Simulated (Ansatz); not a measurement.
Consider the redistribution: `CO[Si](O)([SiH3])Br` + `Cl[Si]Br` → `O[Si]([SiH3])(Cl)Br` + `CO[Si]Br`.

Program: Ansatz. Geometries: PBE0-D4/def2-TZVP. ΔE: electronic, gas phase. CCSD(T)/CBS adds triple-zeta CCSD(T) − MP2 to the extrapolated MP2 energy (def2 sets, frozen cores). DFT in def2-TZVPP. B3LYP here is the variant with VWN-RPA as its local correlation; programs differ in this. For Br outer-core shells are correlated without core-valence functions, which leaves a few kJ/mol of doubt a bond. Scalar relativity is left out up to krypton. One conformer a species, not always the lowest.

```
             level  ΔE (kJ/mol)  difference from CCSD(T)/CBS
            PBE-D4        -15.2                         -0.6
         r2SCAN-D4        -14.7                         -0.1
           PBE0-D4        -14.9                         -0.3
          B3LYP-D4        -14.9                         -0.3
           ωB97M-V        -15.9                         -1.3
            B2PLYP        -16.1                         -1.5
               PBE        -15.5                         -0.9
            r2SCAN        -15.1                         -0.5
              PBE0        -15.2                         -0.6
             B3LYP        -14.9                         -0.3
     HF/def2-TZVPP        -13.4                          1.2
SCS-MP2/def2-TZVPP        -17.0                         -2.4
   CCSD/def2-TZVPP        -13.9                          0.7
CCSD(T)/def2-TZVPP        -14.1                          0.5
    MP2/def2-QZVPP        -18.1                         -3.5
SCS-MP2/def2-QZVPP        -17.2                         -2.6
       CCSD(T)/CBS        -14.6                            0
```

Largest T1 diagnostic among the species: 0.012.
